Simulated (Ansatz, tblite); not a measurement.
Spin states of the cluster Na2Cl2⁺, each relaxed with PBE0-D4/def2-TZVP in Ansatz. Electronic energies in the gas phase.

The xTB rows come from tblite. Correlated methods freeze 12 core orbitals; core or outer-core shells of Na are correlated, in sets that lack core-valence functions. In the doublet, Cl3 and Cl4 lie 2.65 Å apart (atoms count from 1), so these atoms are partly bonded to each other. In the quartet, Cl3 and Cl4 lie 2.37 Å apart (atoms count from 1), so these atoms are partly bonded to each other. The structure comes from a short search, and lower isomers may exist.

Doublet geometry (D2h within 0.1 Å):

Cartesian coordinates in Å:
```
Na -1.477 1.124 -1.354
Na 1.478 -1.124 1.354
Cl -1.012 -0.619 0.588
Cl 1.011 0.618 -0.588
```

Quartet geometry (D2h within 0.1 Å):

```csv
atom,x (Å),y (Å),z (Å)
Na1,-0.2665,-2.0633,2.5689
Na2,0.2639,2.0619,-2.5703
Cl3,0.9741,0.4733,0.4808
Cl4,-0.9715,-0.4718,-0.4794
```

⟨S²⟩: doublet 0.75 at PBE0-D4/def2-TZVP (pure 0.75), quartet 3.76 at PBE0-D4/def2-TZVP (pure 3.75).

Run but left out: HF/def2-TZVPP, MP2/def2-TZVPP, CCSD/def2-TZVPP, CCSD(T)/def2-TZVPP (flagged by the program: other roots).

Only these spin states were relaxed. The quartet has other bonds than the doublet, so the gap mixes isomer and spin.

| level | quartet − doublet (kcal/mol) | lowest of these | remarks |
| --- | --- | --- | --- |
| GFN1-xTB | 166.7 | doublet | – |
| GFN2-xTB | 101.0 | doublet | – |
| HF/STO-3G | 288.2 | doublet | HOMO above zero (quartet) |
| HF/def2-TZVP | 130.8 | doublet | – |
| PBE-D4/def2-TZVP | 118.5 | doublet | – |
| r2SCAN-D4/def2-TZVP | 133.3 | doublet | – |
| PBE0-D4/def2-TZVP | 130.0 | doublet | – |
| BHLYP-D4/def2-TZVP | 135.8 | doublet | – |
| CAM-B3LYP-D4/def2-TZVP | 137.1 | doublet | – |
| ωB97M-V/def2-TZVP | 146.0 | doublet | – |
| PBE-QIDH/def2-TZVP | 147.1 | doublet | – |
| RPA@PBE/def2-TZVP | 123.6 | doublet | – |
| MP2/def2-TZVP | 152.4 | doublet | – |

Change of the quartet − doublet gap on mixing in exact exchange, in kcal/mol: PBE to PBE0 (25 % exact exchange) 11.5.

The xTB methods have no spin-polarisation term.
